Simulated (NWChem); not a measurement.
System: C₂H₆N anion

Excerpt of the output:

```
             Northwest Computational Chemistry Package (NWChem) 7.3.0
             --------------------------------------------------------

 C1  symmetry detected

                             Geometry "geometry" -> ""
                             -------------------------

 Output coordinates in angstroms (scale by  1.889725989 to convert to a.u.)

  No.       Tag          Charge          X              Y              Z
 ---- ---------------- ---------- -------------- -------------- --------------
    1 C                    6.0000     0.24831874    -1.20806864     0.02931845
    2 C                    6.0000    -0.51554967     0.15433911    -0.01130619
    3 N                    7.0000     0.27163555     1.32682374     0.09508225
    4 H                    1.0000    -0.44165451    -2.08269304    -0.00276203
    5 H                    1.0000     0.85948392    -1.26026967     0.94624270
    6 H                    1.0000     0.93573888    -1.27732010    -0.83173334
    7 H                    1.0000    -1.18089811     0.07313596    -0.93219642
    8 H                    1.0000    -1.23497320     0.11634518     0.84164584
    9 H                    1.0000     0.76423973     1.46541270    -0.79484602

 Effective nuclear repulsion energy (a.u.)      74.9290468847

                                 NWChem DFT Module
                                 -----------------

 Summary of "ao basis" -> "ao basis" (spherical)
 ------------------------------------------------------------------------------
       Tag                 Description            Shells   Functions and Types
 ---------------- ------------------------------  ------  ---------------------
 C                           6-31g*                  6       14   3s2p1d
 N                           6-31g*                  6       14   3s2p1d
 H                           6-31g*                  2        2   2s

            General Information
            -------------------
          SCF calculation type: DFT
          Wavefunction type:  closed shell.
          No. of atoms     :     9
          No. of electrons :    26
           Alpha electrons :    13
            Beta electrons :    13
          Charge           :    -1
          Spin multiplicity:     1
          Use of symmetry is: off; symmetry adaption is: off
          Maximum number of iterations: 150
          AO basis - number of functions:    54
                     number of shells:    30
          Convergence on energy requested:  1.00D-06
          Convergence on density requested:  1.00D-05
          Convergence on gradient requested:  5.00D-04

              XC Information
              --------------
                      r^2SCAN Method XC Functional
               r^2SCAN metaGGA Exchange Functional  1.000
                     r^2SCAN Correlation Potential  1.000

             Grid Information
             ----------------
          Grid used for XC integration:  xcoarse
          Radial quadrature: Mura-Knowles
          Angular quadrature: Lebedev.
          Tag              B.-S. Rad. Rad. Pts. Rad. Cut. Ang. Pts.
          ---              ---------- --------- --------- ---------
          C                   0.70       21           8.0       194
          N                   0.65       21           8.0       194
          H                   0.35       21           9.0       194
          Grid pruning is: on
          Number of quadrature shells:   189
          Spatial weights used:  Erf1

      Superposition of Atomic Density Guess
      -------------------------------------

 Sum of atomic energies:        -132.60364178

 Renormalizing density from      25.00 to     26

      Non-variational initial energy
      ------------------------------

 Total energy =    -137.643245
 1-e energy   =    -338.820290
 2-e energy   =     126.247998
 HOMO         =       0.118669
 LUMO         =       0.404087

     ---------------------------------------------
      Total Density - Mulliken Population Analysis
     ---------------------------------------------

    Atom       Charge   Shell Charges
 -----------   ------   -------------------------------------------------------
    1 C    6     6.31   2.00  0.66  1.69  0.67  1.26  0.03
    2 C    6     5.75   2.00  0.63  1.55  0.57  0.95  0.05
    3 N    7     8.22   2.00  0.79  2.34  0.95  2.13  0.02
    4 H    1     0.98   0.48  0.49
    5 H    1     0.94   0.48  0.46
    6 H    1     0.94   0.48  0.46
    7 H    1     1.06   0.50  0.56
    8 H    1     1.02   0.50  0.52
    9 H    1     0.79   0.46  0.32

   convergence    iter        energy       DeltaE   RMS-Dens  Diis-err
 ---------------- ----- ----------------- --------- --------- ---------
 d= 0,ls=0.0,diis     1   -134.2878873511 -2.09D+02  4.39D-02  7.61D-01
 d= 0,ls=0.0,diis     2   -134.1725471310  1.15D-01  3.31D-02  1.80D+00
 d= 0,ls=0.0,diis     3   -134.3894297238 -2.17D-01  1.14D-02  6.99D-02
 d= 0,ls=0.0,diis     4   -134.3944772943 -5.05D-03  5.74D-03  2.33D-02
 d= 0,ls=0.0,diis     5   -134.3973897091 -2.91D-03  7.45D-04  3.77D-04
  Resetting Diis
 d= 0,ls=0.0,diis     6   -134.3974445671 -5.49D-05  6.86D-05  1.43D-05
 d= 0,ls=0.0,diis     7   -134.3974462261 -1.66D-06  3.64D-05  1.45D-06
 d= 0,ls=0.0,diis     8   -134.3974460779  1.48D-07  2.15D-05  2.61D-06
 d= 0,ls=0.0,diis     9   -134.3974464097 -3.32D-07  2.59D-06  4.05D-09

         Total DFT energy =     -134.397446409663
      One electron energy =     -335.121741321401
           Coulomb energy =      145.940547597178
    Exchange-Corr. energy =      -20.145299570128
 Nuclear repulsion energy =       74.929046884689

 Numeric. integr. density =       25.999508075641

                       DFT Final Molecular Orbital Analysis
                       ------------------------------------

 Vector   11  Occ=2.000000D+00  E=-7.149281D-02
              MO Center= -2.1D-01,  3.6D-01,  3.5D-02, r^2= 2.5D+00
   Bfn.  Coefficient  Atom+Function         Bfn.  Coefficient  Atom+Function
  ----- ------------  ---------------      ----- ------------  ---------------
    52      0.267502  8 H  s                 19      0.230177  2 C  pz
    17     -0.219312  2 C  px                32      0.219864  3 N  py
    51      0.219934  8 H  s                 31      0.196878  3 N  px
    54      0.188223  9 H  s                 18     -0.179045  2 C  py
    48      0.164655  6 H  s                 53      0.153799  9 H  s

 Vector   12  Occ=2.000000D+00  E= 7.584349D-02
              MO Center=  1.6D-01,  1.2D+00,  1.7D-01, r^2= 1.6D+00
   Bfn.  Coefficient  Atom+Function         Bfn.  Coefficient  Atom+Function
  ----- ------------  ---------------      ----- ------------  ---------------
    34      0.436445  3 N  s                 33      0.375057  3 N  pz
    37      0.281000  3 N  pz                32      0.262263  3 N  py
    36      0.249442  3 N  py                50      0.238338  7 H  s
    54     -0.204251  9 H  s                 52     -0.193609  8 H  s
    30      0.170483  3 N  s                 53     -0.143372  9 H  s

 Vector   13  Occ=2.000000D+00  E= 1.400812D-01
              MO Center=  1.5D-01,  9.8D-01,  2.8D-02, r^2= 1.8D+00
   Bfn.  Coefficient  Atom+Function         Bfn.  Coefficient  Atom+Function
  ----- ------------  ---------------      ----- ------------  ---------------
     6      0.480557  1 C  s                 31     -0.407948  3 N  px
    35     -0.366486  3 N  px                36      0.308281  3 N  py
    32      0.293513  3 N  py                50     -0.274753  7 H  s
    44     -0.265882  4 H  s                 33     -0.187701  3 N  pz
    37     -0.177140  3 N  pz                 7     -0.152462  1 C  px

 Vector   14  Occ=0.000000D+00  E= 2.870057D-01
              MO Center=  1.7D-03, -1.0D+00, -1.6D-01, r^2= 4.4D+00
   Bfn.  Coefficient  Atom+Function         Bfn.  Coefficient  Atom+Function
  ----- ------------  ---------------      ----- ------------  ---------------
     6      1.682583  1 C  s                 44     -1.037070  4 H  s
    48     -0.953662  6 H  s                 20      0.948391  2 C  s
    46     -0.720976  5 H  s                 50     -0.608684  7 H  s
     8     -0.555361  1 C  py                52     -0.533911  8 H  s
    21     -0.383928  2 C  px                54     -0.317456  9 H  s

 Vector   15  Occ=0.000000D+00  E= 3.333156D-01
              MO Center=  5.3D-02, -6.0D-01, -2.2D-01, r^2= 4.7D+00
   Bfn.  Coefficient  Atom+Function         Bfn.  Coefficient  Atom+Function
  ----- ------------  ---------------      ----- ------------  ---------------
    48      1.001761  6 H  s                 44     -0.847342  4 H  s
    50      0.843473  7 H  s                 46     -0.830578  5 H  s
     9      0.712044  1 C  pz                54      0.636121  9 H  s
    52     -0.624524  8 H  s                 34     -0.545705  3 N  s
     6      0.536610  1 C  s                 23      0.512804  2 C  pz

 Vector   16  Occ=0.000000D+00  E= 3.358608D-01
              MO Center=  5.0D-02, -7.6D-01, -7.9D-02, r^2= 4.6D+00
   Bfn.  Coefficient  Atom+Function         Bfn.  Coefficient  Atom+Function
  ----- ------------  ---------------      ----- ------------  ---------------
    20     -1.525842  2 C  s                  6      1.514218  1 C  s
    48     -1.071673  6 H  s                 46     -1.061113  5 H  s
    50      0.948299  7 H  s                 52      0.722626  8 H  s
     7      0.575234  1 C  px                 8      0.522541  1 C  py
    44      0.488579  4 H  s                 22      0.353936  2 C  py

     ---------------------------------------------
      Total Density - Mulliken Population Analysis
     ---------------------------------------------

    Atom       Charge   Shell Charges
 -----------   ------   -------------------------------------------------------
    1 C    6     6.45   2.00  0.68  2.03  0.63  1.08  0.03
    2 C    6     6.08   2.00  0.67  1.98  0.53  0.84  0.06
    3 N    7     7.85   2.00  0.78  2.36  0.97  1.73  0.03
    4 H    1     0.97   0.52  0.45
    5 H    1     0.90   0.52  0.38
    6 H    1     0.91   0.52  0.39
    7 H    1     1.03   0.53  0.50
    8 H    1     0.96   0.54  0.43
    9 H    1     0.85   0.52  0.33

     -------------------------------------------
      Total Density - Lowdin Population Analysis
     -------------------------------------------

    Atom       Charge   Shell Charges
 -----------   ------   -------------------------------------------------------
    1 C    6     6.43   1.99  0.61  1.84  0.46  1.47  0.07
    2 C    6     6.18   1.99  0.54  1.77  0.42  1.33  0.15
    3 N    7     7.82   1.99  0.75  2.26  0.69  2.08  0.05
    4 H    1     0.94   0.50  0.44
    5 H    1     0.91   0.50  0.40
    6 H    1     0.91   0.50  0.41
    7 H    1     1.00   0.52  0.48
    8 H    1     0.94   0.52  0.42
    9 H    1     0.87   0.49  0.37

     Multipole analysis of the density
     ---------------------------------

     L   x y z        total         alpha         beta         nuclear
     -   - - -        -----         -----         ----         -------
     0   0 0 0     -1.000000    -13.000000    -13.000000     25.000000

     1   1 0 0     -0.079158     -0.039579     -0.039579      0.000000
     1   0 1 0     -1.417652     -0.708826     -0.708826     -0.000000
     1   0 0 1     -0.370978     -0.185489     -0.185489      0.000000

     2   2 0 0    -18.848606    -23.341353    -23.341353     27.834101
     2   1 1 0     -0.546546      0.125182      0.125182     -0.796909
     2   1 0 1     -1.105276     -0.105595     -0.105595     -0.894086
     2   0 2 0    -25.515000    -68.013448    -68.013448    110.511895
     2   0 1 1     -1.500363      0.319874      0.319874     -2.140111
     2   0 0 2    -17.684266    -15.744126    -15.744126     13.803985

            General Information
            -------------------
          SCF calculation type: DFT
          Wavefunction type:  closed shell.
          No. of atoms     :     9
          No. of electrons :    26
           Alpha electrons :    13
            Beta electrons :    13
          Charge           :    -1
          Spin multiplicity:     1
          Use of symmetry is: off; symmetry adaption is: off
          Maximum number of iterations: 150
          AO basis - number of functions:    54
                     number of shells:    30
          Convergence on energy requested:  1.00D-06
          Convergence on density requested:  1.00D-05
          Convergence on gradient requested:  5.00D-04

              XC Information
              --------------
                      r^2SCAN Method XC Functional
               r^2SCAN metaGGA Exchange Functional  1.000
                     r^2SCAN Correlation Potential  1.000

             Grid Information
             ----------------
          Grid used for XC integration:  xcoarse
          Radial quadrature: Mura-Knowles
          Angular quadrature: Lebedev.
          Tag              B.-S. Rad. Rad. Pts. Rad. Cut. Ang. Pts.
          ---              ---------- --------- --------- ---------
          C                   0.70       21           8.0       194
          N                   0.65       21           8.0       194
          H                   0.35       21           9.0       194
          Grid pruning is: on
          Number of quadrature shells:   189
          Spatial weights used:  Erf1

          Convergence Information
          -----------------------
          Convergence aids based upon iterative change in
          total energy or number of iterations.
          Levelshifting, if invoked, occurs when the
          HOMO/LUMO gap drops below (HL_TOL):  1.00D-02
          DIIS, if invoked, will attempt to extrapolate
          using up to (NFOCK): 10 stored Fock matrices.

                    Damping( 0%)  Levelshifting(0.5)       DIIS
                  --------------- ------------------- ---------------
          dE  on:    start            ASAP                start
          dE off:    2 iters        150 iters           150 iters

                            NWChem DFT Gradient Module
                            --------------------------

  charge          =  -1.00
  wavefunction    = closed shell

                         DFT ENERGY GRADIENTS

    atom               coordinates                        gradient
                 x          y          z           x          y          z
   1 C       0.469254  -2.282919   0.055404    0.003945  -0.000747  -0.000201
   2 C      -0.974248   0.291659  -0.021366   -0.012988  -0.013336   0.005012
   3 N       0.513317   2.507333   0.179679    0.003915  -0.002177  -0.013727
   4 H      -0.834606  -3.935719  -0.005219   -0.001669   0.003765   0.000221
   5 H       1.624189  -2.381564   1.788139    0.000035  -0.000504   0.000996
   6 H       1.768290  -2.413785  -1.571748    0.000059   0.000273  -0.000190
   7 H      -2.231574   0.138207  -1.761596    0.005877   0.005390   0.003333
   8 H      -2.333761   0.219861   1.590480    0.001321   0.000824  -0.001352
   9 H       1.444204   2.769228  -1.502041   -0.000493   0.006512   0.005909
```

Level: r2SCAN/6-31G* (spherical d). Sets without diffuse functions describe the anion's extra electron poorly. Coordinates come from a B3LYP/def2-SVPD optimisation. The highest occupied level is positive, so the extra electron may be held by the finite basis.

Q: Reconstruct the input file.

A: This is not unique; one that fits is the input that was run:
```
start job
memory heap 200 mb stack 700 mb global 900 mb
charge -1
geometry units angstroms noautoz
  C      0.215644    -1.227343     0.039429
  C     -0.494794     0.163054    -0.018659
  N      0.334376     1.304998     0.100254
  H     -0.506453    -2.075136    -0.003965
  H      0.806844    -1.300179     0.967963
  H      0.916156    -1.325181    -0.808193
  H     -1.145141     0.104636    -0.951910
  H     -1.231217     0.154921     0.820481
  H      0.848725     1.422188    -0.780399
end
basis spherical
  C library 6-31g*
  N library 6-31g*
  H library 6-31g*
end
dft
  xc r2scan
  grid xcoarse
  iterations 150
  mulliken
end
task dft gradient
```
